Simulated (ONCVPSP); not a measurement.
## Cutoff test, Sc (Z = 21), ONCV

```
Element                 : scandium
Generator               : ONCVPSP 4.0.1
Type                    : optimised norm-conserving Vanderbilt (ONCV)
Functional              : PBE
Relativity              : scalar-relativistic
Frozen core             : [Ne]
Valence charge          : 11
Reference configuration : 3s2 3p6 3d1 4s2
Partial waves           : 3s+4s: rc 1.70 bohr, ncon 4, nbas 7, qcut 8.7 1/bohr, 3 projectors, debl 3.9 Ha; 3p: rc 1.70 bohr, ncon 5, nbas 9, qcut 7.7 1/bohr, 2 projectors, debl 0.9 Ha; 3d: rc 2.50 bohr, ncon 4, nbas 8, qcut 7.2 1/bohr, 3 projectors, debl 2.4 Ha; f scattering state at 0.16 Ha: rc 2.55 bohr, ncon 4, nbas 8, qcut 4.5 1/bohr, 2 projectors, debl 3.1 Ha
Local potential         : polynomial inside 1.15 bohr (lpopt 5, dvloc0 0 Ha)
Core correction         : none
```

In the p channel the program set the typed energies aside and used -1.236, 0.250 Ha.

**Question.** For each optimised wave give the share of its norm inside rc, the residual kinetic energy above qcut (Ha) and the cutoffs (Ha) for errors of 10, 1, 0.1 and 0.01 mHa per electron.

**Answer.**

```json
{"wave": "3s", "norm inside rc": "0.927", "residual KE": "7.0e-08", "10 mHa": "15.1", "1 mHa": "21.1", "0.1 mHa": "25.9", "0.01 mHa": "29.7"}
{"wave": "4s", "norm inside rc": "0.041", "residual KE": "8.5e-09", "10 mHa": "5.0", "1 mHa": "17.3", "0.1 mHa": "23.5", "0.01 mHa": "28.3"}
{"wave": "s projector 3", "norm inside rc": "0.113", "residual KE": "1.2e-06", "10 mHa": "18.1", "1 mHa": "25.4", "0.1 mHa": "30.4", "0.01 mHa": "34.5"}
{"wave": "3p", "norm inside rc": "0.872", "residual KE": "4.2e-07", "10 mHa": "13.0", "1 mHa": "17.2", "0.1 mHa": "20.7", "0.01 mHa": "23.6"}
{"wave": "p projector 2", "norm inside rc": "0.088", "residual KE": "4.9e-07", "10 mHa": "10.9", "1 mHa": "15.4", "0.1 mHa": "19.0", "0.01 mHa": "22.1"}
{"wave": "3d", "norm inside rc": "0.776", "residual KE": "9.7e-08", "10 mHa": "13.6", "1 mHa": "16.9", "0.1 mHa": "19.5", "0.01 mHa": "21.6"}
{"wave": "d projector 2", "norm inside rc": "0.208", "residual KE": "2.8e-06", "10 mHa": "16.7", "1 mHa": "20.1", "0.1 mHa": "22.5", "0.01 mHa": "25.0"}
{"wave": "d projector 3", "norm inside rc": "0.180", "residual KE": "1.5e-04", "10 mHa": "20.5", "1 mHa": "23.5", "0.1 mHa": "27.7", "0.01 mHa": "58.2"}
{"wave": "f projector 1", "norm inside rc": "0.003", "residual KE": "2.0e-07", "10 mHa": "0.5", "1 mHa": "1.1", "0.1 mHa": "3.2", "0.01 mHa": "6.3"}
{"wave": "f projector 2", "norm inside rc": "0.265", "residual KE": "2.4e-02", "10 mHa": "12.1", "1 mHa": "43.3", "0.1 mHa": "52.1", "0.01 mHa": "63.5"}
```

The occupied waves need 21 Ha and 26 Ha for 1 and 0.1 mHa. Rows with under 1 % of the norm inside rc give no meaningful cutoff. Note: ghosts flagged at negative energy: f at -350.0 eV; GHOST(+) flagged for s at 503.3 eV. A true bound ghost makes a file unfit for plane-wave use. 1 of 4 tests not solved or not reliable.
